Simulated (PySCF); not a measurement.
# Reading the logs of faulty runs: BH5NSi2

All numbers below are calculated, not measured. The program is PySCF 2.14.0, an open-source quantum chemistry code, run on an isolated molecule that a program drew, which may never have been made. The molecule is BH5NSi2 (charge 0, doublet), drawn as the SMILES string `[BH]N=[SiH][SiH3]`.

Each row is a Hartree-Fock (HF) and frozen-core CCSD(T) single point in the cc-pV(D+d)Z basis, meant for a local HF minimum. Run 1 is clean. Each other run has one planted mistake out of seven kinds, and not every kind appears here: one electron removed, one electron added, multiplicity raised by two, geometry at a saddle point, minimal basis STO-3G, one bond length entered in bohr, all coordinates scaled. The reference is restricted for singlets and unrestricted otherwise, and also for a bond in bohr. Adding or removing an electron swaps singlet and doublet. Electrons count all cores. HOMO and LUMO are orbital energies over both spins, the gradient is its largest component, and the lowest frequency (negative if imaginary) is given only where the gradient is small. Bond lengths are over the 8 bonds as drawn. T1 is the CCSD diagnostic: over 0.02 (restricted) or 0.045 (unrestricted) a single reference is doubtful.

Geometry of the clean run:
```xyz
9
BH5NSi2, angstrom
B    -0.2915    0.8484    0.7564
N    -0.8191    0.1031   -0.0882
Si   -1.5834   -0.8154   -1.3127
Si   -0.0222   -1.7244   -2.8305
H     0.2054    1.5461    1.5561
H    -2.4437   -1.8582   -0.6983
H     0.7155   -0.6234   -3.4959
H    -0.7433   -2.5086   -3.8632
H     0.9643   -2.6124   -2.1650
```

| run | electrons | basis functions | <S^2> | HOMO (eV) | LUMO (eV) | gradient (hartree/bohr) | lowest frequency (cm^-1) | mean bond (Å) | longest bond (Å) | T1 | HF (hartree) | CCSD(T) (hartree) | mistake |
|---|---|---|---|---|---|---|---|---|---|---|---|---|---|
| 1 | 45 | 99 | 0.761 | -8.06 | 1.42 | 3.6e-05 | 97 | 1.5528 | 2.359 | 0.0175 | -659.92151 | -660.40787 | no fault |
| 2 | 46 | 99 | 0.000 | -0.52 | 8.19 | 5.4e-02 | - | 1.5528 | 2.359 | 0.0176 | -659.90188 | -660.42886 | one electron added |
| 3 | 44 | 99 | 0.000 | -16.19 | -6.05 | 6.7e-02 | - | 1.5528 | 2.359 | 0.0177 | -659.66123 | -660.13611 | one electron removed |
| 4 | 45 | 99 | 0.761 | -8.14 | 1.30 | 2.6e-02 | - | 1.5947 | 2.423 | 0.0184 | -659.91505 | -660.40641 | all coordinates scaled |
| 5 | 45 | 33 | 0.772 | -5.52 | 5.83 | 5.8e-02 | - | 1.5528 | 2.359 | 0.0180 | -652.22566 | -652.46405 | ? |
| 6 | 45 | 99 | 1.154 | -8.47 | 1.10 | 2.2e-02 | - | 1.8152 | 4.459 | 0.0544 | -659.85017 | -660.32871 | ? |

**Which mistake was planted in run 5, and what did it cost?**

It has 33 basis functions where the clean run has 99, with the same electrons and geometry. So the mistake is: minimal basis STO-3G. Subtracting run 1 and multiplying by 627.51 kcal/mol a hartree, the energy moved by 4829.2 kcal/mol in HF and 4984.8 kcal/mol in CCSD(T).

**Which mistake was planted in run 6, and what did it cost?**

The mean bond changes by a factor of 1.169 and the longest by 1.890, so the molecule wasn't scaled as a whole. A length L in bohr read as angstrom grows by (1/0.5292 - 1) L = 0.890 L. The 8 bonds together grew by 8 x 0.2624 = 2.099 Å, which gives L = 2.359 Å. That is bond Si3-Si4, 2.359 Å in the clean geometry. So the mistake is: one bond length entered in bohr. Subtracting run 1 and multiplying by 627.51 kcal/mol a hartree, the energy moved by 44.8 kcal/mol in HF and 49.7 kcal/mol in CCSD(T).

Cautions from the logs. Run 6: T1 is over the limit, so its CCSD(T) energy is less reliable.
